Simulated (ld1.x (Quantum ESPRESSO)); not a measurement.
**Which change was made? (F, TM)**

| Property | Result |
| --- | --- |
| Element | F |
| Generator | ld1.x (Quantum ESPRESSO) 7.5 |
| Type | norm-conserving Troullier–Martins (Kleinman–Bylander form) |
| Functional | PBEsol |
| Relativity | non-relativistic |
| Frozen core | [He] |
| Valence charge | 7 |
| Reference configuration | 2s2 2p5 |
| Partial waves | 2p (bound): rc 1.50 bohr; 2s (bound): rc 0.75 bohr |
| Local potential | the s channel |
| Core correction | none |

Cutoffs, loose and tight: the cutoffs (Ry, on a coarse ladder) from which the occupation-weighted sum of valence levels, in a spherical-Bessel basis at the reference potential, stays within 10 and 1 mRy of its value at 400 Ry. They do not see the model core or the augmentation charge, which bear on the density cutoff. Test errors are all-electron minus pseudo excitation energies from the reference, over the configurations 2s2 2p4; 2s2 2p3; 2s2 2p2; 2s2 2p5.3; 2s1 2p6; 2s2 2p4.5; 2s2 2p1; variants that change the core or the reference have their own tests.

The base gives: outcome: generated; cutoff, loose: 140 Ry; cutoff, tight: 230 Ry; bound ghosts: none; largest test error (meV): +2887.

**Question.** After one change the result is: outcome: generated; cutoff, loose: 120 Ry; cutoff, tight: 260 Ry; bound ghosts: none; largest test error (meV): +2869. Which change was it?
A. wave 2s (bound): rc 0.75 bohr becomes 2s (bound): rc 1.10 bohr
B. wave 2s (bound): rc 0.75 bohr becomes 2s (bound): rc 0.66 bohr
C. wave 2s (bound): rc 0.75 bohr becomes 2s (bound): rc 0.50 bohr
D. wave 2s (bound): rc 0.75 bohr becomes 2s (bound): rc 0.90 bohr

**Answer.** B. The others give: wave 2s (bound): rc 0.75 bohr becomes 2s (bound): rc 0.90 bohr → outcome: generated; cutoff, loose: 90 Ry; cutoff, tight: 180 Ry; bound ghosts: none; largest test error (meV): +3007 | wave 2s (bound): rc 0.75 bohr becomes 2s (bound): rc 0.50 bohr → outcome: generated; cutoff, loose: 300 Ry; cutoff, tight: over 300 Ry; bound ghosts: none; largest test error (meV): +2938 | wave 2s (bound): rc 0.75 bohr becomes 2s (bound): rc 1.10 bohr → outcome: generated; cutoff, loose: 70 Ry; cutoff, tight: 140 Ry; bound ghosts: none; largest test error (meV): +3260.
